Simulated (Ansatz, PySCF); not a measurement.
System: CH$_{2}$NO, net charge 1, singlet state. It need not be the lowest isomer of its formula. SMILES: [NH2+]=C=O
Structure (B3LYP-D3(BJ)/def2-TZVP (Ansatz, an electronic-structure program) minimum search):
```xyz
5

N     -1.0662     0.2609     0.2152
C      0.1427    -0.0349    -0.0288
O      1.2156    -0.2974    -0.2454
H     -1.6361    -0.3425     0.8095
H     -1.4816     1.1053    -0.1801
```
Charge +1, spin multiplicity 1.

Quantity: vertical ionisation energy (to the doublet state of charge +2; each state is the SCF solution reached for its spin; the UHF <S^2> is 0.98 for the doublet (pure: 0.75)), in eV. Valence correlation only, unless marked. Open shells are spin-unrestricted. Spin-orbit coupling is left out. No relativistic terms. CBS marks a two-point X^-3 extrapolation of the correlation energy; Hartree-Fock from the larger set. [CCSD(T)-MP2]/basis is that difference in the basis named.

```
level                                                          program  vertical ionisation energy (eV)  minus last row
-------------------------------------------------------------  -------  -------------------------------  --------------
HF/aug-cc-pVDZ                                                  Ansatz                            18.76           -1.49
PBE/def2-TZVPD                                                  Ansatz                            20.08           -0.17
r2SCAN/def2-TZVPD                                               Ansatz                            20.02           -0.23
PBE0/def2-TZVPD                                                 Ansatz                            20.13           -0.12
CAM-B3LYP/def2-TZVPD                                            Ansatz                            20.24           -0.01
wB97M-V/def2-TZVPD                                              Ansatz                            20.16           -0.09
wB97X-V/def2-TZVPD                                              Ansatz                            20.20           -0.05
RI-MP2/aug-cc-pVTZ                                              Ansatz                            20.83            0.58
RI-MP2/aug-cc-pVQZ                                              Ansatz                            20.92            0.67
RI-MP2/CBS(aug-cc-pVTZ,aug-cc-pVQZ)                             Ansatz                            20.99            0.74
SCS-MP2/aug-cc-pVDZ                                             Ansatz                            20.56            0.31
CCSD/aug-cc-pVDZ                                                Ansatz                            19.82           -0.43
CCSD(T)/aug-cc-pVDZ                                             Ansatz                            19.88           -0.37
CCSD(T)/aug-cc-pVTZ                                             Ansatz                            20.09           -0.16
RI-MP2/CBS(aug-cc-pVTZ,aug-cc-pVQZ)+[CCSD(T)-MP2]/aug-cc-pVTZ   Ansatz                            20.25            0.00
```

For comparison, minus the highest occupied orbital energy (PySCF): 15.80 eV at BP86/def2-TZVPD, 15.92 eV at M06-L/def2-TZVPD, 15.71 eV at PBE/def2-TZVPD.
